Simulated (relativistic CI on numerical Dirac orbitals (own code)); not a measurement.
## Ir²⁺: resonant inelastic scattering at the N6,7 edge

Computed with this model: Dirac-Coulomb-Breit CI, KLI orbitals optimised for each configuration, model QED (radiative potential, 1s self-energy scaled to tabulated hydrogen-like ionisation energies), valence Slater integrals scaled by 0.8, Kramers-Heisenberg scattering through one core-hole configuration in a parametric crystal field; configurations [Xe] 4f14 5d7 → [Xe] 4f13 5d8; 10 K; core-hole width 0.18 eV; summed over polarisations. Incident energies are the highest absorption maxima for each field (at most a few, so the weaker spin-orbit partner edge can be absent), on the computed scale of the free ion. Intensities are in per cent of the strongest line above 0.02 eV; levels within 1 cm⁻¹ are merged; final levels count from the ground level, the first row holds all elastic scattering, lines under 0.4 are left out and each table stops after 24 rows. The scale of the Slater integrals is a model choice and moves the terms in proportion.

Field parameters in Wybourne normalisation: Td as Oh with Dq negative (B⁴₀ = 21Dq, B⁴₄ = √(5/14) B⁴₀). The field is a parameter set, without covalency.

S is read from ⟨S²⟩ = S(S + 1).

Td, 10Dq = -2450 cm⁻¹:

```
Final level (eV)  Degeneracy  Irrep     S  59.1 eV
           0.000           4     Γ8  1.42    505.4
           0.167           4     Γ8  1.38    100.0
           0.232           2     Γ6  1.36     13.9
           0.927           4     Γ8  1.41      6.0
           0.972           2     Γ6  1.47      0.9
           1.826           2     Γ6  0.72      1.1
           1.840           4     Γ8  0.87      1.8
           1.913           4     Γ8  1.30      1.3
           2.050           4     Γ8  0.70      7.9
           2.458           4     Γ8  0.61      0.5
           2.500           2     Γ7  0.55      0.5
           2.537           2     Γ6  0.53      0.6
           2.592           4     Γ8  0.54      0.6
           2.617           4     Γ8  0.57      1.4
           2.721           2     Γ6  0.52      0.5
```

Td, 10Dq = -5550 cm⁻¹:

```
Final level (eV)  Degeneracy  Irrep     S  59.2 eV  62 eV
           0.000           4     Γ8  1.43   1550.5   72.9
           0.416           4     Γ8  1.34     18.1   14.0
           0.557           2     Γ6  1.31     17.2    2.7
           1.064           4     Γ8  1.33    100.0   46.4
           1.224           2     Γ7  1.46      0.9   27.6
           1.250           2     Γ6  1.44      6.9    5.2
           1.463           2     Γ7  1.25      0.1    3.4
           1.468           4     Γ8  1.29      4.9    4.0
           1.574           4     Γ8  1.12      6.2   22.3
           1.883           4     Γ8  0.80     10.1   16.9
           1.892           2     Γ6  0.81      3.6    2.8
           2.040           4     Γ8  1.34      1.0    4.8
           2.214           4     Γ8  1.25      3.6   16.3
           2.385           4     Γ8  0.79     24.5    7.1
           2.478           2     Γ7  1.45      0.3   14.7
           2.531           4     Γ8  0.80      1.4    4.2
           2.545           2     Γ6  1.17      0.5    0.3
           2.623           2     Γ7  0.73      0.1    2.8
           2.743           2     Γ6  0.58      1.2    0.0
           2.811           4     Γ8  0.69      2.0    5.3
           2.834           2     Γ7  0.63      0.3    1.6
           2.889           4     Γ8  0.56      8.5    1.8
           3.099           2     Γ6  0.54      2.5    0.1
           3.325           4     Γ8  1.05      0.3    4.8
```

Td, 10Dq = -8600 cm⁻¹:

| Final level (eV) | Degeneracy | Irrep | S | 59.4 eV | 62 eV |
| --- | --- | --- | --- | --- | --- |
| 0.000 | 4 | Γ8 | 1.45 | 967.5 | 80.9 |
| 0.668 | 4 | Γ8 | 1.26 | 15.4 | 15.9 |
| 0.864 | 2 | Γ6 | 1.23 | 42.6 | 2.2 |
| 1.252 | 4 | Γ8 | 1.24 | 100.0 | 19.5 |
| 1.505 | 2 | Γ7 | 1.43 | 0.6 | 13.1 |
| 1.582 | 2 | Γ6 | 1.37 | 13.4 | 4.2 |
| 1.700 | 4 | Γ8 | 1.14 | 3.2 | 4.5 |
| 1.707 | 2 | Γ7 | 1.20 | 0.7 | 4.9 |
| 1.873 | 4 | Γ8 | 1.15 | 12.9 | 20.5 |
| 1.975 | 4 | Γ8 | 0.95 | 5.3 | 41.7 |
| 2.030 | 2 | Γ6 | 0.97 | 0.8 | 1.7 |
| 2.371 | 4 | Γ8 | 1.34 | 5.8 | 2.8 |
| 2.585 | 4 | Γ8 | 1.04 | 5.3 | 10.2 |
| 2.717 | 4 | Γ8 | 0.85 | 4.8 | 2.6 |
| 2.779 | 2 | Γ7 | 0.88 | 0.1 | 5.9 |
| 2.793 | 4 | Γ8 | 0.91 | 5.4 | 28.9 |
| 2.864 | 2 | Γ6 | 1.05 | 0.5 | 3.0 |
| 2.982 | 2 | Γ7 | 1.15 | 0.5 | 21.7 |
| 3.039 | 2 | Γ6 | 0.67 | 0.5 | 0.7 |
| 3.072 | 4 | Γ8 | 0.89 | 2.6 | 8.4 |
| 3.173 | 2 | Γ7 | 1.02 | 0.2 | 3.9 |
| 3.219 | 4 | Γ8 | 0.59 | 6.1 | 2.0 |
| 3.489 | 2 | Γ6 | 0.59 | 0.9 | 1.3 |
| 3.709 | 4 | Γ8 | 1.03 | 0.3 | 0.6 |

For the first field the strongest loss at the lowest incident energy is the level at 0.17 eV (S = 1.38, against 1.42 in the thermal ground state).
